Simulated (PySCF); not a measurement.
Simulation results for Al2BClH3

Calculation on a computer-drawn molecule: the log of a Hartree-Fock and frozen-core CCSD(T) single point meant for a local Hartree-Fock minimum, with one planted fault or none, to be diagnosed. Offsets are logged minus clean, where the clean run is the same molecule without the fault. The reference is restricted for singlets and unrestricted otherwise, and also for a bond in bohr or an excited solution. Adding or removing an electron swaps singlet and doublet. The excited solution moves the top pair (singlet) or top alpha electron (doublet) to the lowest empty orbital. Highest occupied and lowest empty are orbital energies over both spins, largest force is the largest gradient component, triples share is (T) over the correlation energy, the T1 limit is 0.02 restricted and 0.045 unrestricted, electrons count all cores, a negative frequency is imaginary (commonest isotopes), and the dipole is about the centre of nuclear charge. Program: PySCF 2.14.0.

```yaml
- formula: Al2BClH3
  logged_structure:
    atoms_angstrom:
      - [B, -0.9816, -0.9046, 0.392]
      - [Al, -4.9014, -0.0544, -0.2035]
      - [Al, -5.7824, 1.1943, -2.3864]
      - [Cl, -5.8385, 3.3449, -2.4426]
      - [H, -0.4147, -1.7842, -0.2041]
      - [H, -0.2977, -0.2708, 1.1533]
      - [H, -6.0308, -0.6633, 0.7361]
  given:
    meant_charge: 0
    meant_multiplicity: 2
    meant_basis: "cc-pV(D+d)Z"
    logged_electrons: 51
    logged_basis_functions: 98
    logged_SCF_converged: "yes"
    logged_spin_squared: 1.5021
    "logged_highest_occupied [eV]": -7.619
    "logged_lowest_empty [eV]": 0.20018
    "logged_largest_force [hartree/bohr]": 0.016881
    logged_T1_diagnostic: 0.054831
    logged_D1_diagnostic: 0.2436
    logged_triples_share: 0.028458
    logged_CC_converged: "yes"
    "logged_dipole_magnitude [debye]": 2.4755
    logged_SCF_stable_within_its_kind: "yes"
    "logged_energy_HF [hartree]": -969.70237
    "logged_energy_CCSD(T) [hartree]": -970.07116
    possible_faults: "no fault, one electron removed, one electron added, multiplicity raised by two, geometry at a saddle point, SCF held on an excited solution, minimal basis STO-3G, one bond length entered in bohr, all coordinates scaled"
    drawn_bonds_atom: [1, 2, 3, 1, 1, 2]
    drawn_bonds_other_atom: [2, 3, 4, 5, 6, 7]
    drawn_bonds_order: [1, 1, 1, 1, 1, 1]
  results:
    planted_fault: "one bond length entered in bohr, row 1 of the drawn bonds"
    "HF_energy_offset_from_clean_run [kcal/mol]": 48.76
    "CCSD(T)_energy_offset_from_clean_run [kcal/mol]": 57.89
  notes: ["T1 above single-reference limit"]
```
